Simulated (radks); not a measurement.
Results of a calculation; reference values are marked as such.
Task: Level of theory: scalar-relativistic Kohn-Sham, exchange-only LDA, spin-polarised, spherical densities, finite nucleus; open shells are filled with parallel spins first; Fermi nuclear charge, rms radius of each element as measured or else 0.836 A^(1/3) + 0.57 fm (a radial shooting solver on a logarithmic mesh with Libxc functionals). Response by self-consistent Sternheimer equations with the Hartree and adiabatic exchange-only LDA kernel, the relativistic mass of each level held fixed and spin-orbit coupling left out. For heavy and open-shell atoms this level of theory can miss by tens of per cent. Rank Br7+, Ge4+, Ga3+, Zn2+, Kr8+, Se6+, Ni, As5+, Cu+ (NIST ground configurations) by static dipole polarisability, largest first.

Result: Ni 47.86, Cu+ 8.906, Zn2+ 3.143, Ga3+ 1.536, Ge4+ 0.8906, As5+ 0.5729, Se6+ 0.3950, Br7+ 0.2860, Kr8+ 0.2148 bohr^3.
